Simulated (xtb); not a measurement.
AlCl3, charge -1, doublet, from a rough starting geometry (GFN-xTB shapes and energies of metal compounds can be far from the true ones) (a state made from the parent by changing its charge; the spin is typed, not shown lowest); GFN2-xTB (xtb).

The xtb input:
```
$ xtb mol.xyz --gfn 2 --chrg -1 --uhf 1 --opt vtight --json

# file mol.xyz
4

Al     0.01789685    -0.01805742    -0.00628218
Cl    -1.69253834    -1.03484973    -0.18529668
Cl     0.09345397     1.89131345    -0.69775603
Cl     1.62488233    -0.84098908     0.91154008
```

What the program printed (banner, timings and long lists left out):

```
   ID    Z sym.   atoms
    1   13 Al     1
    2   17 Cl     2-4

           -------------------------------------------------
          |                Calculation Setup                |
           -------------------------------------------------

           -------------------------------------------------
          |                 G F N 2 - x T B                 |
           -------------------------------------------------

          ...................................................
          :                      SETUP                      :
          :.................................................:
          :  # basis functions                  40          :
          :  # atomic orbitals                  36          :
          :  # shells                           12          :
          :  # electrons                        25          :
          :  max. iterations                   250          :
          :  Hamiltonian                  GFN2-xTB          :
          :  restarted?                      false          :
          :  GBSA solvation                  false          :
          :  PC potential                    false          :
          :  electronic temp.          300.0000000     K    :
          :  accuracy                    1.0000000          :
          :  -> integral cutoff          0.2500000E+02      :
          :  -> integral neglect         0.1000000E-07      :
          :  -> SCF convergence          0.1000000E-05 Eh   :
          :  -> wf. convergence          0.1000000E-03 e    :
          :  Broyden damping             0.4000000          :
          :  net charge                         -1          :
          :  unpaired electrons                  1          :
          ...................................................

 iter      E             dE          RMSdq      gap      omega  full diag
   1    -15.1187841 -0.151188E+02  0.176E+01    0.88       0.0  T
   2    -15.1112750  0.750908E-02  0.114E+01    1.54       1.0  T
   3    -15.0626301  0.486449E-01  0.101E+01    3.22       1.0  T
   4    -15.1300024 -0.673723E-01  0.335E+00    3.05       1.0  T
   5    -15.1278470  0.215541E-02  0.368E+00    3.08       1.0  T
   6    -15.1375236 -0.967655E-02  0.154E+00    2.85       1.0  T
   7    -15.1398843 -0.236074E-02  0.396E-01    2.64       1.0  T
   8    -15.1398121  0.722535E-04  0.410E-01    2.63       1.0  T
   9    -15.1400142 -0.202169E-03  0.579E-02    2.66       1.0  T
  10    -15.1400179 -0.362569E-05  0.386E-02    2.67       1.3  T
  11    -15.1400194 -0.152901E-05  0.131E-02    2.67       3.8  T
  12    -15.1400194 -0.242539E-07  0.733E-03    2.67       6.8  T
  13    -15.1400194  0.297866E-07  0.928E-03    2.67       5.4  T
  14    -15.1400195 -0.894730E-07  0.966E-04    2.67      51.8  T
  15    -15.1400195 -0.191526E-08  0.253E-04    2.67     197.4  T

   *** convergence criteria satisfied after 15 iterations ***

         :::::::::::::::::::::::::::::::::::::::::::::::::::::
         ::                     SUMMARY                     ::
         :::::::::::::::::::::::::::::::::::::::::::::::::::::
         :: total energy             -15.101527225268 Eh    ::
         :: gradient norm              0.075349391033 Eh/a0 ::
         :: HOMO-LUMO gap              2.671657419995 eV    ::
         ::.................................................::
         :: SCC energy               -15.140018391524 Eh    ::
         :: -> isotropic ES            0.132365083998 Eh    ::
         :: -> anisotropic ES         -0.011018955437 Eh    ::
         :: -> anisotropic XC         -0.007150505966 Eh    ::
         :: -> dispersion             -0.003841134411 Eh    ::
         :: repulsion energy           0.038491166255 Eh    ::
         :: add. restraining           0.000000000000 Eh    ::
         :: total charge              -1.000000000000 e     ::
         :::::::::::::::::::::::::::::::::::::::::::::::::::::

[...]
 * total energy  :   -15.1015272 Eh     change       -0.6531842E-10 Eh
 * total energy  :   -15.1164426 Eh     change       -0.1491540E-01 Eh
 * total energy  :   -15.1175501 Eh     change       -0.1107476E-02 Eh
 * total energy  :   -15.1177044 Eh     change       -0.1542988E-03 Eh
 * total energy  :   -15.1177073 Eh     change       -0.2849666E-05 Eh
 * total energy  :   -15.1177080 Eh     change       -0.7348339E-06 Eh
 * total energy  :   -15.1177083 Eh     change       -0.3288199E-06 Eh
 * total energy  :   -15.1177086 Eh     change       -0.3250134E-06 Eh
 * total energy  :   -15.1177088 Eh     change       -0.1809947E-06 Eh
 * total energy  :   -15.1177089 Eh     change       -0.1232153E-06 Eh
 * total energy  :   -15.1177090 Eh     change       -0.5509835E-07 Eh
   *** GEOMETRY OPTIMIZATION CONVERGED AFTER 11 ITERATIONS ***
         :: total energy             -15.117709002276 Eh    ::
[...]
         1        2.0000           -0.8887726             -24.1847
         2        2.0000           -0.8887652             -24.1845
         3        2.0000           -0.8870197             -24.1370
         4        2.0000           -0.3266863              -8.8896
         5        2.0000           -0.2791730              -7.5967
         6        2.0000           -0.2791105              -7.5950
         7        2.0000           -0.2777150              -7.5570
         8        2.0000           -0.2776405              -7.5550
         9        2.0000           -0.2731760              -7.4335
        10        2.0000           -0.2730739              -7.4307
        11        2.0000           -0.2716805              -7.3928
        12        2.0000           -0.2633835              -7.1670
        13        1.0000           -0.1121054              -3.0505 (HOMO)
        14                         -0.0210482              -0.5728 (LUMO)
        15                          0.0796446               2.1672
        16                          0.0805611               2.1922
        17                          0.1130399               3.0760
        18                          0.1134144               3.0862
        19                          0.1915568               5.2125
        20                          0.1968451               5.3564
        21                          0.1969017               5.3580
        22                          0.2008648               5.4658
        23                          0.2008781               5.4662
        24                          0.2009086               5.4670
       ...                                ...                  ...
        36                          1.0285697              27.9888
      -------------------------------------------------------------
                  HL-Gap            0.0910572 Eh            2.4778 eV
             Fermi-level           -0.1271606 Eh           -3.4602 eV

     #   Z          covCN         q      C6AA      α(0)
     1  13 Al       2.294     0.318   112.032    22.834
     2  17 Cl       0.765    -0.439   113.369    16.287
     3  17 Cl       0.765    -0.439   113.374    16.288
     4  17 Cl       0.765    -0.439   113.373    16.288

 Mol. C6AA /au·bohr⁶  :       1769.315845
 Mol. C8AA /au·bohr⁸  :      93587.219651
 Mol. α(0) /au        :         71.696604

Wiberg/Mayer (AO) data.
largest (>0.10) Wiberg bond orders for each atom

 ---------------------------------------------------------------------------
     #   Z sym  total        # sym  WBO       # sym  WBO       # sym  WBO
 ---------------------------------------------------------------------------
     1  13 Al   2.889 --     2 Cl   0.963     4 Cl   0.963     3 Cl   0.963
     2  17 Cl   1.016 --     1 Al   0.963
     3  17 Cl   1.016 --     1 Al   0.963
     4  17 Cl   1.016 --     1 Al   0.963
 ---------------------------------------------------------------------------

Topologies differ in total number of bonds
Writing topology from bond orders to xtbtopo.mol

molecular dipole:
                 x           y           z       tot (Debye)
 q only:       -0.008      -0.010      -0.041
   full:       -0.014      -0.003      -0.023       0.069
molecular quadrupole (traceless):
                xx          xy          yy          xz          yz          zz
 q only:       -3.893      -1.762      -3.579      -4.624       5.107       7.472
  q+dip:       -4.582      -2.078      -4.205      -5.434       6.001       8.787
   full:       -3.972      -1.793      -3.655      -4.720       5.217       7.627

optimized geometry written to: xtbopt.xyz

           -------------------------------------------------
          | TOTAL ENERGY              -15.117709002276 Eh   |
          | GRADIENT NORM               0.000336877886 Eh/α |
          | HOMO-LUMO GAP               2.477792935193 eV   |
           -------------------------------------------------

normal termination of xtb
```
